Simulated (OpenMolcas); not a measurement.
**Xe3+: effect of the IPEA shift**

```yaml
Program: OpenMolcas
Basis: ANO-RCC-VTZP [7s6p4d2f1g]
Scalar_Hamiltonian: DKH2, point nucleus
Active_space: 5 electrons in 9 orbitals (RAS2 5s 5p; RAS3 5d, at most 2 electrons)
State_averaging: 2S+1 = 4 odd, 1 root; 2S+1 = 2 odd, 11 roots; 2S+1 = 4 even, 3 roots; 2S+1 = 2 even, 9 roots
Spin-orbit_coupling: RASSI with atomic mean-field integrals over the reference wave functions, term energies averaged over their components
```

Methods on the same reference wave functions:
A. RASSCF
B. MS-RASPT2, IPEA 0 Eh, imaginary shift 0.1 Eh (closed shells correlated: 4d)
C. MS-RASPT2, IPEA 0.25 Eh, imaginary shift 0.1 Eh (closed shells correlated: 4d)

Energies in cm⁻¹ above 5s² 5p³ ⁴S°_3/2, the measured ground level; measured values from Saloman, J. Phys. Chem. Ref. Data 33, 765 (2004).

```json
{"Level": "5s² 5p³ ⁴S°_3/2", "A": "0.0", "B": "0.0", "C": "0.0", "Measured": "0.0"}
{"Level": "5s² 5p³ ²D°_3/2", "A": "16857", "B": "13620", "C": "13740", "Measured": "13267"}
{"Level": "5s² 5p³ ²D°_5/2", "A": "20779", "B": "17270", "C": "17400", "Measured": "17511"}
{"Level": "5s² 5p³ ²P°_1/2", "A": "31464", "B": "28340", "C": "28500", "Measured": "28036"}
{"Level": "5s² 5p³ ²P°_3/2", "A": "37318", "B": "34340", "C": "34480", "Measured": "35650"}
{"Level": "5s 5p⁴ ⁴P_5/2", "A": "96652", "B": "99710", "C": "99780", "Measured": "99664"}
{"Level": "5s 5p⁴ ⁴P_3/2", "A": "103059", "B": "106170", "C": "106230", "Measured": "106923"}
{"Level": "5s 5p⁴ ⁴P_1/2", "A": "105425", "B": "108370", "C": "108460", "Measured": "109254"}
```

Deviations, from unrounded energies. A percentage is the sum of absolute deviations over the sum of measured energies, with the sign that they share, or ± where signs differ.

| Against measurement | Levels | A | B | C |
| --- | --- | --- | --- | --- |
| mean absolute deviation (cm-1) | 7 | 3200 | 550 | 540 |
| other terms of the ground configuration (%) | 4 | +12.7 | ±2.3 | ±2.3 |
| other configurations (%) | 3 | -3.4 | ±0.5 | ±0.5 |

B, C lie about equally close to measurement and A furthest from it. The largest miss of C in the table is 5s² 5p³ ²P°_3/2, by -1200 cm-1. The ranking rests on the paired levels alone, and a cruder setting can come out closer through cancelling errors.

Between B and C the level of the table that moves most is 5s² 5p³ ²P°_1/2, by 160 cm-1 (lowest in B, highest in C). Moves below CASPT2's spread within the term are not significant.

From A to B the spin-free energies of the other terms of 5s² 5p³ shown, above ⁴S°, scale by factors of 0.79 to 0.88.

The lowest spin-free term lies below A's lowest term by 0.475 hartree in B, 0.473 hartree in C.

CASPT2 breaks the degeneracy within a term, and the mean is taken; among the terms shown or strongly mixed into the levels shown the widest spread is 19 cm-1 (5s² 5p³ ²D°, C). The run also gave levels led by 5s² 5p² 5d, which use shells meant for correlation; these and all levels above them are left out. Some terms mix strongly with configurations of 5d, whose occupation reaches 0.28 (5s 5p⁴ ⁴P, 5s 5p⁴ ²D). Computed and measured levels are paired by configuration, term and J; levels that our copy of the source lacks, or whose pairing is in doubt (as where it misses far off the trend of its configuration), stay unpaired and out of the deviations. Only configurations of the active space appear. The table leaves out levels that lie high or whose names do not pair safely across all columns.

° marks odd parity.
